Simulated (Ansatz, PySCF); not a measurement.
The pair A = C2H2 (SMILES C#C) (first 4 atoms), B = CH3I (SMILES CI); geometry from B3LYP-D3(BJ)/def2-TZVP.
(charge 0, multiplicity 1):
```csv
atom,x (Å),y (Å),z (Å)
C,-0.3668,-0.0942,0.7666
C,-0.2625,-1.0548,0.0594
H,-0.4479,0.7505,1.4092
H,-0.1760,-1.9023,-0.5758
C,1.5731,-0.8434,3.7788
I,0.8611,1.1235,4.3088
H,1.2120,-1.5288,4.5366
H,1.1685,-1.0762,2.8004
H,2.6559,-0.7983,3.7655
```

Correlated levels freeze the cores. Filled d and f shells under p-block atoms count as core. CBS(a, b) extrapolates the correlation energy as X⁻³ and adds the Hartree–Fock energy of set b.

The values were computed with Ansatz (Gaussian basis) for Hartree–Fock, density functionals and correlated methods; PySCF for the dispersion terms. Values without a source in brackets are computed. In def2 rows elements past Kr take small-core potentials, without spin–orbit coupling.

The monomers are drawn apart, rigid, along the line of their centres of mass. Counterpoise-corrected interaction energies (kcal/mol):

```csv
level,R = 5.393 Å,R = 6.486 Å
PBE/def2-TZVPPD,-0.7825,-0.2618
PBE-D3(BJ)/def2-TZVPPD,-1.2126,-0.4004
wB97M-V/def2-TZVPPD,-0.9925,-0.3606
"MP2/CBS(def2-SVPD, def2-TZVPPD) + ΔCCSD(T)/def2-SVPD",-0.9819,-0.3478
```

Q: R is the distance of the centres of mass. Find the local exponent m of E ∝ R⁻ᵐ between the two points.

A: 
m = ln(E₁/E₂)/ln(R₂/R₁): PBE/def2-TZVPPD 5.9; PBE-D3(BJ)/def2-TZVPPD 6.0; wB97M-V/def2-TZVPPD 5.5; MP2/CBS(def2-SVPD, def2-TZVPPD) + ΔCCSD(T)/def2-SVPD 5.6. For scale, two fixed dipoles give m = 3, dipole and quadrupole 4, quadrupoles 5, and dispersion or dipole-induced dipole 6 at long range; at these distances several terms mix, and what is left of overlap and damping shifts m, so it need not match one of them.

Ansatz is an electronic-structure program.
